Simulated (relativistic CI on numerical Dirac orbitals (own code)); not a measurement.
Sensitivity of the levels of Tl LVI to α and to the nuclear radius

Calculated at this level of theory: Dirac-Coulomb-Breit CI, orbitals from a KLI potential per configuration, derivatives by finite differences, unscaled Slater integrals, QED left out (own radial code, finite nucleus).

CI space (outside the closed core [Ne]): 3s²3p⁶3d⁸, 3s²3p⁵3d⁹, 3s²3p⁴3d¹⁰, 3s3p⁶3d⁹, 3p⁶3d¹⁰, 3s3p⁵3d¹⁰, 3s²3p⁶3d⁷4s, 3s²3p⁶3d⁷4p. Levels of other configurations are missing.

With x = (α/α₀)² − 1 an excitation energy changes as ω = ω₀ + qx; K = 2q/ω₀ is the relative enhancement. Terms are leading LS components, so labels can repeat. The field-shift factor is F = δν/δ⟨r²⟩ for the transition from the lowest level.

Lowest level 3s²3p⁶3d⁸ ³F4.

| Level | ω₀ (cm⁻¹) | q (cm⁻¹) | K | F (GHz/fm²) |
| --- | --- | --- | --- | --- |
| 3s²3p⁶3d⁸ ¹D2 | 82594 | 5390 | 0.131 | 0.0617 |
| 3s²3p⁶3d⁸ ¹S0 | 266532 | 27150 | 0.204 | 2.41 |
| 3s²3p⁶3d⁸ ³F3 | 818990 | 858800 | 2.1 | 32 |
| 3s²3p⁶3d⁸ ³P2 | 906492 | 863800 | 1.91 | 32.4 |
| 3s²3p⁶3d⁸ ¹G4 | 952787 | 847300 | 1.78 | 32.9 |
| 3s²3p⁶3d⁸ ³P1 | 956186 | 872500 | 1.82 | 33.2 |
| 3s²3p⁶3d⁸ ³F2 | 1702711 | 1.719e+06 | 2.02 | 63.9 |
| 3s²3p⁶3d⁸ ³P0 | 1925877 | 1.727e+06 | 1.79 | 65.5 |
| 3s²3p⁵3d⁹ ³F°4 | 4141457 | 1.045e+06 | 0.505 | 77.8 |
| 3s²3p⁵3d⁹ ¹D°2 | 4234215 | 1.059e+06 | 0.5 | 77.1 |
| 3s²3p⁵3d⁹ ³D°3 | 4382038 | 1.073e+06 | 0.49 | 80.3 |
| 3s²3p⁵3d⁹ ¹P°1 | 4480948 | 1.078e+06 | 0.481 | 67.8 |
| 3s²3p⁵3d⁹ ³D°2 | 5104080 | 1.908e+06 | 0.748 | 110 |
| 3s²3p⁵3d⁹ ³P°0 | 5173490 | 1.923e+06 | 0.743 | 109 |
| 3s²3p⁵3d⁹ ³P°1 | 5188550 | 1.912e+06 | 0.737 | 109 |
| 3s²3p⁵3d⁹ ³F°3 | 5188959 | 1.91e+06 | 0.736 | 106 |
| 3s²3p⁵3d⁹ ³P°2 | 8257138 | 6.135e+06 | 1.49 | -1030 |
| 3s²3p⁵3d⁹ ¹F°3 | 8320560 | 6.117e+06 | 1.47 | -1020 |
| 3s²3p⁴3d¹⁰ ³P2 | 8577418 | 2.136e+06 | 0.498 | 65.4 |
| 3s²3p⁴3d¹⁰ ¹S0 | 8776820 | 2.125e+06 | 0.484 | 138 |
| 3s²3p⁵3d⁹ ³F°2 | 8936326 | 6.963e+06 | 1.56 | -986 |
| 3s²3p⁵3d⁹ ³D°1 | 9234002 | 7.019e+06 | 1.52 | -1010 |
| 3s3p⁶3d⁹ ³D3 | 10466826 | 6.645e+06 | 1.27 | -14200 |

At this charge energies of transitions that change n are usually good to better than 1 %, and those within a shell (Δn = 0) to a few per cent.
